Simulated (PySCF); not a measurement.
F₆Te, SMILES F[Te](F)(F)(F)(F)F (connectivity only; charge and spin as stated), charge +1, multiplicity 2.

Geometry optimised at PBE-D3(BJ)/def2-SVP. The spin state was assumed, not searched. The def2 effective core potentials stand for the cores of Te; spin–orbit coupling is left out.

Computed with PBE-D3(BJ)/def2-SVP (PySCF).

Frequencies are harmonic and unscaled.

Computed harmonic wavenumbers and intensities:
```
mode  ν (cm⁻¹)  IR (km/mol)  moving atoms (share of kinetic energy)
----  --------  -----------  --------------------------------------
1          107          0.3                                  F 97 %
2          151          0.5                                 F 100 %
3          172          0.0                                 F 100 %
4          223         12.7                         F 73 %, Te 27 %
5          235         11.4                         F 86 %, Te 14 %
6          239         20.0                         F 89 %, Te 11 %
7          248          0.0                                 F 100 %
8          259         15.6                         F 90 %, Te 10 %
9          270         11.4                         F 85 %, Te 15 %
10         373         13.1                                  F 99 %
11         538          9.6                                  F 93 %
12         637          0.3                                 F 100 %
13         675         17.7                         F 87 %, Te 13 %
14         695         19.7                         F 84 %, Te 16 %
15         710         38.0                         F 77 %, Te 23 %
```
